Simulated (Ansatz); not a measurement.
A nudged elastic band was laid between two geometries of CH₆Ge (8 atoms, charge 0, multiplicity 1).

These are results of RKS B3LYP/def2-SVP (Ansatz 0.2.0), not measurements.

| Quantity | Value |
| --- | --- |
| movable images | 5 |
| climbing image | yes |
| spring | 5.0 eV/Å² |
| optimiser | quadratic models (default) |
| start path | through a guess of the saddle point |
| force threshold | 0.05 eV/Å |
| iteration limit | 60 |
| end points | relaxed |

First end point:

```xyz
8
Properties=species:S:1:pos:R:3
Ge 0.402 0.013 0.045
C 0.933 -0.015 1.939
H 0.048 -0.129 2.583
H 1.617 -0.854 2.131
H 1.443 0.922 2.206
H 1.645 0.163 -0.860
H -0.551 1.197 -0.230
H -0.324 -1.298 -0.331
```

Last end point:

```xyz
8
Properties=species:S:1:pos:R:3
Ge 0.089 -0.004 -1.017
C 1.338 0.019 1.844
H 0.266 -0.172 1.978
H 1.920 -0.805 2.279
H 1.608 0.975 2.313
H 1.611 0.082 0.768
H -0.851 1.093 -0.322
H -0.768 -1.189 -0.362
```

**Question.** Which bonds break or form, and what moves?

**Answer.** Bonds broken: Ge1–C2, Ge1–H6. Bonds formed: C2–H6. CH6Ge becomes CH4 + GeH2.

**Question.** Give the energies along the band, and the barrier.

**Answer.** It converged. The highest image is number 3 of 0 to 6, 253.4 kJ/mol above the first end and 132.8 kJ/mol above the last; the last end lies 120.7 kJ/mol above the first. Neighbouring images differ by up to 1.3 eV, so the band resolves the path poorly. A vibrational analysis at the climbing image gives one clearly imaginary mode, 1169i cm⁻¹: a first-order saddle point. The orbitals stay closed-shell, which can raise the energy where a bond breaks towards radicals; this wasn't checked here.

```json
{"image": "0", "path coordinate (Å)": "0.00", "energy (kJ/mol)": "0.0", "Ge1–C2 (Å)": "1.97", "Ge1–H6 (Å)": "1.54", "C2–H6 (Å)": "2.89"}
{"image": "1", "path coordinate (Å)": "0.49", "energy (kJ/mol)": "27.5", "Ge1–C2 (Å)": "1.95", "Ge1–H6 (Å)": "1.53", "C2–H6 (Å)": "2.50"}
{"image": "2", "path coordinate (Å)": "0.98", "energy (kJ/mol)": "150.2", "Ge1–C2 (Å)": "2.06", "Ge1–H6 (Å)": "1.49", "C2–H6 (Å)": "2.05"}
{"image": "3", "path coordinate (Å)": "1.46", "energy (kJ/mol)": "253.4", "Ge1–C2 (Å)": "2.37", "Ge1–H6 (Å)": "1.55", "C2–H6 (Å)": "1.67"}
{"image": "4", "path coordinate (Å)": "1.91", "energy (kJ/mol)": "175.2", "Ge1–C2 (Å)": "2.54", "Ge1–H6 (Å)": "1.75", "C2–H6 (Å)": "1.25"}
{"image": "5", "path coordinate (Å)": "2.35", "energy (kJ/mol)": "124.9", "Ge1–C2 (Å)": "2.87", "Ge1–H6 (Å)": "2.06", "C2–H6 (Å)": "1.12"}
{"image": "6", "path coordinate (Å)": "2.79", "energy (kJ/mol)": "120.7", "Ge1–C2 (Å)": "3.12", "Ge1–H6 (Å)": "2.35", "C2–H6 (Å)": "1.11"}
```

**Question.** What is the geometry of the highest image?

**Answer.** 
```xyz
8
Properties=species:S:1:pos:R:3
Ge 0.276 0.024 -0.479
C 1.055 0.001 1.756
H 0.090 -0.160 2.247
H 1.744 -0.826 1.963
H 1.485 0.972 2.031
H 1.666 0.093 0.207
H -0.642 1.201 -0.067
H -0.461 -1.305 -0.177
```

Run time: 120 s on 1 thread of Arm Neoverse V2 (shared host), peak memory 0.15 GiB.
